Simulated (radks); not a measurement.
Method: non-relativistic Kohn-Sham, LB94 model potential, spin-polarised, spherical densities, point nucleus; open shells are filled with parallel spins first (spin-orbit coupling, left out, can overturn this in heavy ions); computed with a radial shooting solver on a logarithmic mesh with Libxc functionals. Response by self-consistent Sternheimer equations with the Hartree and adiabatic LDA kernel. For heavy and open-shell atoms this level of theory can miss by tens of per cent. Rank Sn+, Xe3+, Si, Nb, Kr+, Rh3+, In, Ti, Ga+ (NIST ground configurations) by static dipole polarisability, largest first.

Answer. Ti 82.87, Nb 74.86, In 53.69, Si 39.91, Sn+ 24.56, Ga+ 15.24, Kr+ 10.76, Xe3+ 9.922, Rh3+ 4.577 bohr^3.
